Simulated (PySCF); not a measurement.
Computed IR spectrum (relative IR intensity) of a molecule C2H4F2Si2. The structure is a stationary point at PBE0-D3(BJ)/def2-SVP. The values are those of a single conformer. These are PBE0-D3(BJ)/def2-SVP in PySCF values and carry that method's errors. Frequencies are harmonic and unscaled.

Lines under 2 % of the strongest are left out, and lines within 2 cm⁻¹ are merged.

| ν (cm⁻¹) | relative intensity |
|---|---|
| 209 | 2.2 |
| 333 | 19 |
| 366 | 13 |
| 497 | 9.4 |
| 654 | 18 |
| 734 | 4.0 |
| 739 | 9.8 |
| 769 | 8.4 |
| 776 | 100 |
| 816 | 8.8 |
| 853 | 18 |
| 894 | 84 |
| 919 | 50 |
| 943 | 35 |
| 2166 | 23 |
| 2235 | 26 |
| 2248 | 41 |
| 2251 | 42 |
| 3472 | 21 |

Q: Identify the compound among the candidates.
A. C#C[Si](F)(F)[SiH3]
B. FC1=C[SiH2][Si@H]1F
C. C#C[Si@H](F)[SiH2]F
D. F[SiH2]C#C[SiH2]F

A: C, C#C[Si@H](F)[SiH2]F
